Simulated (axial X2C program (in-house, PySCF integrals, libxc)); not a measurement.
## CuOH⁻: properties at the nuclei

Computed with an axial X2C code built on PySCF integrals: two-component X2C with atomic mean-field Coulomb and Gaunt terms, Gaussian nuclei, basis Cu dyall-v3z, O dyall-av3z, H dyall-v3z with contracted cores.

Cu–O–H held linear, with bonds 1.817 and 0.951 Å (near the PBE0 minimum at charge -1 of the determinant lowest at the starting distance; the state shown can have its own minimum elsewhere, held linear; other orders of the atoms were not compared).

Input and command:
```json
{"zs": [29, 8, 1], "q": -1, "bas": ["dyall-v3z", "dyall-av3z", "dyall-v3z"], "r0": [1.75, 0.96], "symm": 0, "scan": ["PBE0", "HF", "TPSSh"], "levels": ["PBE0", "HF", "PBE"], "nst": 2}
```
```bash
python solin.py task.json out
```

Keys: zs atomic numbers; q charge; bas basis sets; r0 starting distance in Å; symm equal bonds; scan levels of the two-bond scan; levels methods; nst determinants followed.

Determinant lowest in the PBE0 search, Ω = 1/2 (⟨Sz⟩ = 0.50, ⟨Lz⟩ = 0.00 at PBE0), spin on the atoms Cu 0.59, O -0.08, H -0.02:

| level | Eeff magnitude (GV/cm) | Ws magnitude Cu (kHz) | A∥/gI Cu (MHz) | qzz Cu (a.u.) | A∥/gI O (MHz) | qzz O (a.u.) | A∥/gI H (MHz) | qzz H (a.u.) |
| --- | --- | --- | --- | --- | --- | --- | --- | --- |
| PBE0 | 0.717 | 0.669 | 1260 | -0.24 | 176 | 1.71 | 8.35 | 0.55 |
| HF | 0.45 | 0.427 | 772 | -1.35 | 73.7 | 1.72 | 3.14 | 0.55 |
| PBE | 0.764 | 0.708 | 1490 | 0.18 | 213 | 1.69 | 10.6 | 0.55 |

Determinant 1.39 eV from it at PBE0 and this distance, Ω = 3/2 (⟨Sz⟩ = 0.49, ⟨Lz⟩ = 1.01 at PBE0), spin on the atoms Cu 0.40, O 0.09, H 0.00:

| level | Eeff magnitude (GV/cm) | Ws magnitude Cu (kHz) | A∥/gI Cu (MHz) | qzz Cu (a.u.) | A∥/gI O (MHz) | qzz O (a.u.) | A∥/gI H (MHz) | qzz H (a.u.) |
| --- | --- | --- | --- | --- | --- | --- | --- | --- |
| PBE0 | 0.0235 | 0.0159 | 574 | 0.25 | 45.5 | 1.44 | 2.95 | 0.54 |
| HF | 0.0643 | 0.0145 | 615 | -0.06 | 12.2 | 1.63 | 1.07 | 0.54 |
| PBE | 0.0029 | 0.0121 | 462 | 0.18 | 80.3 | 1.24 | 5.13 | 0.53 |

Eeff is the effective electric field on the electron electric dipole moment in this Ω state and Ws the scalar–pseudoscalar constant of the nucleus named (defined with the proton number Z and per Ω); A∥ (defined per Ω) follows by multiplying with gI = μI/(I μN); qzz is the electric field gradient, eQq0 = 234.96 MHz × Q/barn × qzz. The operators were transformed with the bare-nucleus X2C matrices; with these basis sets, hyperfine constants and field gradients can be off by tens of per cent, and where levels differ in sign neither size nor sign is settled.

**Question.** With gI(63Cu) = 1.4824, Q(17O) = -0.02558 barn (g factors from the IAEA table of nuclear moments by Stone; Q from Pyykkö, Mol. Phys. 2018), turn the PBE0 values of the first state into constants in MHz.

**Answer.** A∥(63Cu) = 1260 × 1.4824 = 1870 MHz; eQq0(17O) = 234.96 × (-0.02558) × (1.71) = -10.3 MHz.

The molecule was held linear; bending was not examined, so a bent shape may lie lower.

Each state is one determinant with collinear spin. Unrestricted Hartree–Fock can overshoot spin polarisation at the nuclei. In the state Ω = 3/2 the sign of Eeff differs between levels (HF against PBE0). For an anion, determinants above electron detachment, or with a positive highest level, are held by the basis set. Where Eeff spreads by more than a factor of two the levels disagree and none is to be relied on. At HF a later determinant lies lower. The search compared states at one distance, so a state with another bond length can lie lower. The sign of Ws at Cu differs between levels in the second state. Where a field gradient or hyperfine factor spreads by more than a factor of two over the levels, a constant derived from it is not to be relied on. PBE0 term energies can be off by some tenths of an eV.
